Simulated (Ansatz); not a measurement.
## Which is lower?

Two relaxed structures of BH$_{2}$Se, doublet (PBE0-D4/def2-TZVP; forces vanish, vibrations not checked).

A:

```
4
angstrom
B -0.1522 0.0342 -0.0784
Se 1.4714 -0.3307 0.7581
H -1.1102 -0.6265 0.1969
H -0.2090 0.9230 -0.8766
```

B:

B1  (0.095, -0.003, -0.125)
Se2  (1.376, -0.764, 1.006)
H3  (2.349, 0.354, 1.091)
H4  (0.022, 1.057, -0.654)
(Å)

Ansatz 0.2.0; basis: def2-TZVPP; cores frozen in the correlated methods; orbitals are unrestricted. Filled d shells of the heavier atoms are correlated. The def2 sets are not built for correlating such inner shells, so the correlated values are less sure here. B3LYP uses VWN-RPA correlation.

(1) Which structure is lower at CCSD(T), and by how much? (An estimate is asked for; the value comes from the calculation.)

The T1 diagnostic stays at or below 0.017. ⟨S²⟩ of the unrestricted Hartree–Fock references: 0.76 (a pure state has 0.75).

Answers

(1) Computed: A, by 121.6 kJ/mol (electronic energy, against the other). By their contacts, A is BH₂Se ([BH2][Se]) and B is BH₂Se ([BH][SeH]).

All methods give the same order:

```csv
method,E(B) − E(A) (kJ/mol)
PBE-D4,116.7
r2SCAN-D4,112.2
PBE0-D4,117.9
B3LYP-D4,126.3
wB97M-V,134.6
HF,129.8
MP2,117.3
CCSD,123.5
CCSD(T),121.6
```

Labels in which every atom is bracketed show which atoms are joined, not bond orders.

For scale, one of the runs: CCSD(T)/def2-TZVPP, 107 basis functions, launched by `ansatz run in.yaml --threads 2 --pin off --events-out ev --progress --plain --max-ram 4352MiB`. The run took 17 s on 2 CPU threads of an Arm Neoverse V1 (shared host), with 0.79 GiB of host memory at its peak.
